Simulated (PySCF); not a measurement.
# How the method changes the constants of BeGa

State: ²Π (doublet), unpaired electrons π ↑. Set-up: PySCF, no relativity, basis sets Be def2-SVPD, Ga def2-SVPD. De refers to Be + Ga in their high-spin ground configurations, without counterpoise correction. The functionals are run spin-unrestricted. A positive dipole means Be(−)Ga(+). Levels whose curve was spin-contaminated or gave no clean fit are not listed.

```json
{"Level": "UHF-MP2", "Re (Å)": "2.446", "ωe (cm⁻¹)": "344", "De (eV)": "0.354", "μ (D)": "n/a", "CPU s a point (SCF and correlation, without the integrals)": "0.29"}
{"Level": "UHF-SCS-MP2", "Re (Å)": "2.476", "ωe (cm⁻¹)": "300", "De (eV)": "0.241", "μ (D)": "n/a", "CPU s a point (SCF and correlation, without the integrals)": "n/a"}
{"Level": "UHF-CCSD", "Re (Å)": "2.561", "ωe (cm⁻¹)": "229", "De (eV)": "0.167", "μ (D)": "n/a", "CPU s a point (SCF and correlation, without the integrals)": "n/a"}
{"Level": "UHF-CCSD(T)", "Re (Å)": "2.498", "ωe (cm⁻¹)": "279", "De (eV)": "0.268", "μ (D)": "n/a", "CPU s a point (SCF and correlation, without the integrals)": "7.2"}
{"Level": "PBE", "Re (Å)": "2.402", "ωe (cm⁻¹)": "366", "De (eV)": "0.94", "μ (D)": "0.10", "CPU s a point (SCF and correlation, without the integrals)": "0.76"}
{"Level": "revPBE", "Re (Å)": "2.423", "ωe (cm⁻¹)": "354", "De (eV)": "0.81", "μ (D)": "0.16", "CPU s a point (SCF and correlation, without the integrals)": "0.57"}
{"Level": "r²SCANh", "Re (Å)": "2.388", "ωe (cm⁻¹)": "374", "De (eV)": "0.86", "μ (D)": "-0.27", "CPU s a point (SCF and correlation, without the integrals)": "1.5"}
{"Level": "PBE0", "Re (Å)": "2.406", "ωe (cm⁻¹)": "353", "De (eV)": "0.77", "μ (D)": "-0.11", "CPU s a point (SCF and correlation, without the integrals)": "1.2"}
{"Level": "MN15", "Re (Å)": "2.434", "ωe (cm⁻¹)": "314", "De (eV)": "0.71", "μ (D)": "-0.76", "CPU s a point (SCF and correlation, without the integrals)": "1.2"}
```

**Question.** Which functional lies closest to UHF-CCSD(T) in De, which farthest, and by how much do they differ from it?

**Answer.** Closest is MN15 (-6.4 pm in Re, +12.5 % in ωe, +0.44 eV in De against UHF-CCSD(T) in the same basis), farthest PBE (-9.6 pm in Re, +31.2 % in ωe, +0.67 eV in De). CCSD(T) converges more slowly with the basis than the functionals do and binds too weakly in this one, so the order can change at the basis-set limit.

**Question.** What does the triples do here, going from UHF-CCSD to UHF-CCSD(T)?

**Answer.** UHF-CCSD(T) less UHF-CCSD: -6.3 pm in Re, +21.8 % in ωe, +0.10 eV in De. Correlation nearly always deepens the well. The bond shortens, as in weak, metallic or heavy-atom bonds, where dispersion and the correlation of outer-core electrons pull the atoms together.

Correlated steps freeze 9 core orbitals. Correlated levels converge slowly with the basis: in double zeta they bind strong bonds too weakly, by up to about 1 eV, and carry superposition errors of some tenths. Spin–orbit coupling is left out. The state was picked by a PBE0 search and need not be the measured ground state.

The whole job (state search and all levels along the bond) took about 3.4 min on 1 thread of Arm Neoverse V1 (shared host), peak memory 0.62 GiB.
